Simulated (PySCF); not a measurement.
C$_{6}$H$_{9}$O (SMILES O=C1CC[CH]CC1), doublet (typed; the unrestricted solution is spin-contaminated), at a GFN2-xTB geometry, with bond 1-2 at 1.3 times its length; PySCF with PBE0/STO-3G.

PySCF was given this input:
```python
from pyscf import gto, scf, dft

mol = gto.M(
    atom='''
O    -2.667322    0.187775    0.373561
C    -1.118539    0.078743    0.156653
C    -0.193762    1.266530    0.280114
C     1.069283    1.126461   -0.572151
C     1.786051   -0.125735   -0.250138
C     1.019617   -1.273516    0.279598
C    -0.435094   -1.222260   -0.192042
H    -0.745572    2.175386    0.034013
H     0.089505    1.330912    1.335163
H     1.721873    1.991766   -0.421300
H     0.774488    1.147725   -1.633947
H     2.847327   -0.200447   -0.398771
H     1.480756   -2.217226   -0.027232
H     1.026318   -1.274498    1.381742
H    -1.018054   -2.051230    0.212985
H    -0.462696   -1.304640   -1.282897
''',
    basis='sto-3g',
    charge=0,
    spin=1,
    verbose=4,
)

mf = dft.UKS(mol)
mf.xc = 'pbe0'
mf.diis = False
mf.damp = 0.6
mf.diis_start_cycle = 200
mf.max_cycle = 150
mf.kernel()
```

Question: What does PySCF print? Leave out banner, timings and long lists.

Answer: 
```
PySCF version 2.14.0

[INPUT] verbose = 4
[INPUT] num. atoms = 16
[INPUT] num. electrons = 53
[INPUT] charge = 0
[INPUT] spin (= nelec alpha-beta = 2S) = 1
[INPUT] symmetry False subgroup None
[INPUT] Mole.unit = angstrom
[INPUT] Symbol           X                Y                Z      unit          X                Y                Z       unit  Magmom
[...]
nuclear repulsion = 290.435113385118
number of shells = 30
number of NR pGTOs = 132
number of NR cGTOs = 44
basis = sto-3g
ecp = {}

******** <class 'pyscf.dft.uks.UKS'> ********
method = UKS
initial guess = minao
damping factor = 0.6
level_shift factor = 0
DIIS disabled
SCF conv_tol = 1e-09
SCF conv_tol_grad = None
SCF max_cycles = 150
direct_scf = True
direct_scf_tol = 1e-13
number electrons alpha = 27  beta = 26
XC library pyscf.dft.libxc version 7.1.2
    S. Lehtola, C. Steigemann, M. J. T. Oliveira, and M. A. L. Marques,  SoftwareX 7, 1–5 (2018)
XC functionals = pbe0
    C. Adamo and V. Barone,  J. Chem. Phys. 110, 6158 (1999)
    M. Ernzerhof and G. E. Scuseria,  J. Chem. Phys. 110, 5029 (1999)
radial grids:
    Treutler-Ahlrichs [JCP 102, 346 (1995); DOI:10.1063/1.469408] (M4) radial grids

becke partition: Becke, JCP 88, 2547 (1988); DOI:10.1063/1.454033
pruning grids: <function nwchem_prune>
grids dens level: 3
symmetrized grids: False
atomic radii adjust function: <function treutler_atomic_radii_adjust>
small_rho_cutoff = 0
Set gradient conv threshold to 3.16228e-05
tot grids = 187064
init E= -305.538157989877

cycle= 1 E= -304.621188184038  delta_E= 0.917  |g|= 0.591  |ddm|= 3.61
cycle= 2 E= -304.659415148791  delta_E= -0.0382  |g|= 0.675  |ddm|= 1.53
cycle= 3 E= -304.718224726161  delta_E= -0.0588  |g|= 0.543  |ddm|= 1.38
cycle= 4 E= -304.759213987091  delta_E= -0.041  |g|= 0.552  |ddm|= 1.25
cycle= 5 E= -304.798399868688  delta_E= -0.0392  |g|= 0.457  |ddm|= 1.12
cycle= 6 E= -304.824140478231  delta_E= -0.0257  |g|= 0.451  |ddm|= 1.01
cycle= 7 E= -304.848550806296  delta_E= -0.0244  |g|= 0.382  |ddm|= 0.91
cycle= 8 E= -304.864566085528  delta_E= -0.016  |g|= 0.371  |ddm|= 0.826
cycle= 9 E= -304.879954975808  delta_E= -0.0154  |g|= 0.32  |ddm|= 0.75
cycle= 10 E= -304.890215442768  delta_E= -0.0103  |g|= 0.309  |ddm|= 0.684
cycle= 11 E= -304.900189944891  delta_E= -0.00997  |g|= 0.27  |ddm|= 0.625
cycle= 12 E= -304.906992080969  delta_E= -0.0068  |g|= 0.26  |ddm|= 0.573
cycle= 13 E= -304.913646742285  delta_E= -0.00665  |g|= 0.229  |ddm|= 0.526
cycle= 14 E= -304.918298220615  delta_E= -0.00465  |g|= 0.22  |ddm|= 0.485
cycle= 15 E= -304.922853875711  delta_E= -0.00456  |g|= 0.196  |ddm|= 0.447
cycle= 16 E= -304.926117407379  delta_E= -0.00326  |g|= 0.187  |ddm|= 0.413
cycle= 17 E= -304.929304054208  delta_E= -0.00319  |g|= 0.168  |ddm|= 0.382
cycle= 18 E= -304.931640684893  delta_E= -0.00234  |g|= 0.161  |ddm|= 0.354
cycle= 19 E= -304.933908937561  delta_E= -0.00227  |g|= 0.145  |ddm|= 0.328
cycle= 20 E= -304.935608195794  delta_E= -0.0017  |g|= 0.138  |ddm|= 0.304
cycle= 21 E= -304.937245299531  delta_E= -0.00164  |g|= 0.125  |ddm|= 0.282
cycle= 22 E= -304.938495714681  delta_E= -0.00125  |g|= 0.119  |ddm|= 0.262
cycle= 23 E= -304.939690322287  delta_E= -0.00119  |g|= 0.109  |ddm|= 0.244
cycle= 24 E= -304.940618680525  delta_E= -0.000928  |g|= 0.103  |ddm|= 0.227
cycle= 25 E= -304.941498009162  delta_E= -0.000879  |g|= 0.0942  |ddm|= 0.211
cycle= 26 E= -304.942191947073  delta_E= -0.000694  |g|= 0.0891  |ddm|= 0.196
cycle= 27 E= -304.942843755235  delta_E= -0.000652  |g|= 0.0818  |ddm|= 0.183
cycle= 28 E= -304.94336523877  delta_E= -0.000521  |g|= 0.0772  |ddm|= 0.17
cycle= 29 E= -304.943851240416  delta_E= -0.000486  |g|= 0.071  |ddm|= 0.159
cycle= 30 E= -304.944244903402  delta_E= -0.000394  |g|= 0.067  |ddm|= 0.148
cycle= 31 E= -304.944609211479  delta_E= -0.000364  |g|= 0.0617  |ddm|= 0.138
cycle= 32 E= -304.944907699387  delta_E= -0.000298  |g|= 0.0581  |ddm|= 0.128
cycle= 33 E= -304.945182298985  delta_E= -0.000275  |g|= 0.0537  |ddm|= 0.12
[...]
cycle= 80 E= -304.953927989089  delta_E= -8.77e-05  |g|= 0.00544  |ddm|= 0.0125
cycle= 81 E= -304.953999457042  delta_E= -7.15e-05  |g|= 0.00492  |ddm|= 0.0112
cycle= 82 E= -304.954057200786  delta_E= -5.77e-05  |g|= 0.00443  |ddm|= 0.0101
cycle= 83 E= -304.954103522317  delta_E= -4.63e-05  |g|= 0.00397  |ddm|= 0.00901
cycle= 84 E= -304.954140446535  delta_E= -3.69e-05  |g|= 0.00355  |ddm|= 0.00803
cycle= 85 E= -304.95416971631  delta_E= -2.93e-05  |g|= 0.00317  |ddm|= 0.00714
cycle= 86 E= -304.954192805106  delta_E= -2.31e-05  |g|= 0.00282  |ddm|= 0.00633
cycle= 87 E= -304.954210940152  delta_E= -1.81e-05  |g|= 0.0025  |ddm|= 0.0056
cycle= 88 E= -304.954225130838  delta_E= -1.42e-05  |g|= 0.00222  |ddm|= 0.00495
cycle= 89 E= -304.954236198599  delta_E= -1.11e-05  |g|= 0.00196  |ddm|= 0.00437
cycle= 90 E= -304.954244805915  delta_E= -8.61e-06  |g|= 0.00173  |ddm|= 0.00385
cycle= 91 E= -304.954251482987  delta_E= -6.68e-06  |g|= 0.00153  |ddm|= 0.00339
cycle= 92 E= -304.954256651346  delta_E= -5.17e-06  |g|= 0.00134  |ddm|= 0.00298
cycle= 93 E= -304.954260644263  delta_E= -3.99e-06  |g|= 0.00118  |ddm|= 0.00262
cycle= 94 E= -304.954263723937  delta_E= -3.08e-06  |g|= 0.00104  |ddm|= 0.0023
cycle= 95 E= -304.954266095797  delta_E= -2.37e-06  |g|= 0.000914  |ddm|= 0.00201
cycle= 96 E= -304.954267920223  delta_E= -1.82e-06  |g|= 0.000803  |ddm|= 0.00176
cycle= 97 E= -304.954269322023  delta_E= -1.4e-06  |g|= 0.000704  |ddm|= 0.00155
cycle= 98 E= -304.954270398074  delta_E= -1.08e-06  |g|= 0.000617  |ddm|= 0.00135
cycle= 99 E= -304.954271223391  delta_E= -8.25e-07  |g|= 0.000541  |ddm|= 0.00119
cycle= 100 E= -304.954271855949  delta_E= -6.33e-07  |g|= 0.000474  |ddm|= 0.00104
cycle= 101 E= -304.95427234047  delta_E= -4.85e-07  |g|= 0.000415  |ddm|= 0.000908
cycle= 102 E= -304.954272711401  delta_E= -3.71e-07  |g|= 0.000364  |ddm|= 0.000794
cycle= 103 E= -304.954272995247  delta_E= -2.84e-07  |g|= 0.000318  |ddm|= 0.000694
cycle= 104 E= -304.954273212371  delta_E= -2.17e-07  |g|= 0.000278  |ddm|= 0.000607
cycle= 105 E= -304.954273378403  delta_E= -1.66e-07  |g|= 0.000244  |ddm|= 0.000531
cycle= 106 E= -304.954273505333  delta_E= -1.27e-07  |g|= 0.000213  |ddm|= 0.000464
cycle= 107 E= -304.95427360235  delta_E= -9.7e-08  |g|= 0.000186  |ddm|= 0.000406
cycle= 108 E= -304.954273676494  delta_E= -7.41e-08  |g|= 0.000163  |ddm|= 0.000355
cycle= 109 E= -304.954273733149  delta_E= -5.67e-08  |g|= 0.000143  |ddm|= 0.00031
cycle= 110 E= -304.95427377644  delta_E= -4.33e-08  |g|= 0.000125  |ddm|= 0.000271
cycle= 111 E= -304.954273809517  delta_E= -3.31e-08  |g|= 0.000109  |ddm|= 0.000237
cycle= 112 E= -304.954273834791  delta_E= -2.53e-08  |g|= 9.52e-05  |ddm|= 0.000207
cycle= 113 E= -304.954273854106  delta_E= -1.93e-08  |g|= 8.32e-05  |ddm|= 0.000181
cycle= 114 E= -304.954273868868  delta_E= -1.48e-08  |g|= 7.28e-05  |ddm|= 0.000158
cycle= 115 E= -304.954273880153  delta_E= -1.13e-08  |g|= 6.36e-05  |ddm|= 0.000138
cycle= 116 E= -304.954273888782  delta_E= -8.63e-09  |g|= 5.56e-05  |ddm|= 0.000121
cycle= 117 E= -304.954273895384  delta_E= -6.6e-09  |g|= 4.86e-05  |ddm|= 0.000106
cycle= 118 E= -304.954273900434  delta_E= -5.05e-09  |g|= 4.25e-05  |ddm|= 9.28e-05
cycle= 119 E= -304.954273904302  delta_E= -3.87e-09  |g|= 3.72e-05  |ddm|= 8.12e-05
cycle= 120 E= -304.954273907263  delta_E= -2.96e-09  |g|= 3.25e-05  |ddm|= 7.11e-05
cycle= 121 E= -304.954273909534  delta_E= -2.27e-09  |g|= 2.85e-05  |ddm|= 6.24e-05
cycle= 122 E= -304.954273911276  delta_E= -1.74e-09  |g|= 2.49e-05  |ddm|= 5.47e-05
cycle= 123 E= -304.954273912615  delta_E= -1.34e-09  |g|= 2.18e-05  |ddm|= 4.8e-05
cycle= 124 E= -304.954273913645  delta_E= -1.03e-09  |g|= 1.91e-05  |ddm|= 4.21e-05
cycle= 125 E= -304.954273914436  delta_E= -7.91e-10  |g|= 1.67e-05  |ddm|= 3.7e-05
Extra cycle  E= -304.954273915818  delta_E= -1.38e-09  |g|= 1.16e-05  |ddm|= 8.15e-05
converged SCF energy = -304.954273915818  <S^2> = 1.2270723  2S+1 = 2.4306973
```
